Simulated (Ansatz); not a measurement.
Basis-set series for C4H4Ge, SMILES `C#[C][GeH2][C]#C`. The species carries charge 0 and has multiplicity 1. All single points use the PBE0-D4/def2-TZVP geometry.

| functional | basis | functions | energy (Eh) | HOMO (eV) | LUMO (eV) |
| --- | --- | --- | --- | --- | --- |
| PBE0-D4 | def2-SVP | 108 | -2230.85938 | -8.10 | 0.00 |
| PBE0-D4 | def2-TZVPP | 228 | -2231.29436 | -8.17 | -0.16 |
| ωB97M-V | def2-SVP | 108 | -2231.13240 | -10.30 | 2.09 |
| ωB97M-V | def2-TZVPP | 228 | -2231.57435 | -10.39 | 1.86 |

(1) Give the rows for def2-QZVPP. (Best estimate.)

## Answers

(1) Computed: 
```csv
functional,basis,functions,energy (Eh),HOMO (eV),LUMO (eV)
PBE0-D4,def2-QZVPP,437,-2231.34738,-8.18,-0.22
ωB97M-V,def2-QZVPP,437,-2231.62521,-10.40,1.68
```

Positive LUMOs are unbound and depend on the basis. Scalar relativity is left out up to krypton.
